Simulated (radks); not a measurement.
Removal energies from the samarium ion Sm8+, [Kr] 4d10 4f2 5s2 5p4, by Delta-SCF beside the eigenvalue of the level emptied. All-electron calculation, scalar-relativistic Kohn-Sham, PBE, spin-polarised, spherical densities, finite nucleus; Fermi nuclear charge, rms radius of each element as measured or else 0.836 A^(1/3) + 0.57 fm. Program: a radial shooting solver on a logarithmic mesh with Libxc functionals. Open shells are filled with parallel spins first.

5p: final configuration [Kr] 4d10 4f2 5s2 5p3; Delta-SCF (eV) 135.18; -eigenvalue (eV) 127.66
4f: final configuration [Kr] 4d10 4f1 5s2 5p4; Delta-SCF (eV) 148.10; -eigenvalue (eV) 134.83
5s: final configuration [Kr] 4d10 4f2 5s1 5p4; Delta-SCF (eV) 161.64; -eigenvalue (eV) 153.40
4d: final configuration [Kr] 4d9 4f2 5s2 5p4; Delta-SCF (eV) 278.37; -eigenvalue (eV) 264.34
